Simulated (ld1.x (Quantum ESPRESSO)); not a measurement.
# What one change does to a pseudopotential (Sb, ultrasoft)

* Element: antimony (Sb)
* Generator: ld1.x (Quantum ESPRESSO) 7.5
* Type: ultrasoft
* Functional: PBE
* Relativity: non-relativistic
* Frozen core: [Kr]
* Valence charge: 15
* Reference configuration: 4d10 5s2 5p3
* Partial waves: 5s (bound): rcut 1.55, rcutus 1.95 bohr; 5s channel at 1.05 Ry: rcut 1.55, rcutus 1.95 bohr; 5p (bound): rcut 2.20, rcutus 2.70 bohr; 5p channel at 1.4 Ry: rcut 2.20, rcutus 2.70 bohr; 4d (bound): rcut 1.30, rcutus 1.35 bohr; 4d channel at -2.25 Ry: rcut 1.30, rcutus 1.35 bohr
* Local potential: all-electron potential smoothed inside 1.00 bohr (lloc = -1)
* Core correction: Bessel-smoothed model core inside 0.65 bohr
* Augmentation charge: PSQ, radius 1.15 bohr

Change: all radii but the core radius scaled by about 1.16 (s 2.26, p 3.12, d 1.56 bohr, rcut 1.78/2.54/1.50); local potential all-electron potential smoothed inside 1.16 bohr (lloc = -1); augmentation PSQ, radius 1.32 bohr.

Cutoffs: the cutoffs (Ry, on a coarse ladder) from which the occupation-weighted sum of valence levels, in a spherical-Bessel basis at the reference potential, stays within 10 and 1 mRy of its value at 400 Ry; they do not see the model core or the augmentation charge, which bear on the density cutoff. Errors are all-electron minus pseudo energies relative to the spin-unpolarised reference configuration.

Question: What does the change do?

Answer: The bound ghosts move from p, s to s; of the 7 tests that both files solve, the error grows in 0 and shrinks in 4 by more than 15 % and 0.3 meV (median size 1.6 → 0.7 meV). That the errors move this way runs against the usual rule that smaller radii transfer better.

```csv
quantity,base,changed
"cutoffs, loose and tight","90 Ry, 140 Ry",not determined
bound ghosts,"s, p","s (p not tested, overlap not positive)"
"error for 4d10 5s2 5p2, meV [ΔE 8.37 eV]",-0.1,-0.3
"error for 4d10 5s2 5p1, meV [ΔE 24.33 eV]",-1.2,-0.7
"error for 4d10 5s2 5p0, meV [ΔE 48.65 eV]",-7.6,-6.6
"error for 4d10 5s1 5p4, meV [ΔE 7.08 eV]",-1.6,+0.2
"error for 4d9 5s2 5p4, meV [ΔE 32.90 eV]",-196,+145
"error for 4d10 5s0 5p5, meV [ΔE 14.31 eV]",-6.3,+3.2
"error for 4d10 5s2 5p2.5, meV [ΔE 3.29 eV]",0.0,-0.1
lowest overlap eigenvalue by channel,"s 0.25, p 0.11, d 0.92","s 0.05, p -7.78, d 0.98"
```

Changed file: the overlap operator is not positive definite in a basis up to 400 Ry (lowest eigenvalue p -7.78), so the file is unfit for use: the generalised eigenproblem breaks down once the basis is large enough, and its test numbers describe a broken file. A true bound ghost makes a file unfit for plane-wave use even where its test errors are small: the radial tests pick states by their node count and pass the ghost by.
